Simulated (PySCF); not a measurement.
Electron correlation in Sm²⁺ (samarium, charge +2)

[Xe] 4f5 6p1, one real determinant (an excited configuration). All numbers are calculated (PySCF 2.14, the spin-free X2C one-electron Hamiltonian (Gaussian nucleus), in x2c-TZVPPall with one added diffuse shell each of s, p, d, f type (12s8p8d5f2g, 129 functions)). Frozen: [Kr] 4d10; 14 electrons correlated.

MP2 pair energies summed by pair of shells (mhartree):

| pair | energy | share (%) |
| --- | --- | --- |
| 5p-5p | -121.50 | 34.2 |
| 4f-5p | -98.61 | 27.8 |
| 4f-4f | -55.74 | 15.7 |
| 5s-5p | -33.15 | 9.3 |
| 4f-5s | -21.29 | 6.0 |
| 5p-6p | -14.80 | 4.2 |
| 5s-5s | -6.23 | 1.8 |
| 4f-6p | -3.04 | 0.9 |
| 5s-6p | -0.84 | 0.2 |

Total MP2 correlation energy: -355.19 mhartree.

Same-spin part -150.89 and opposite-spin part -204.31 mhartree; SCS-MP2 scales them by 1/3 and 6/5 to -295.47 mhartree.

The reference is one real determinant that mixes LS terms of this configuration.
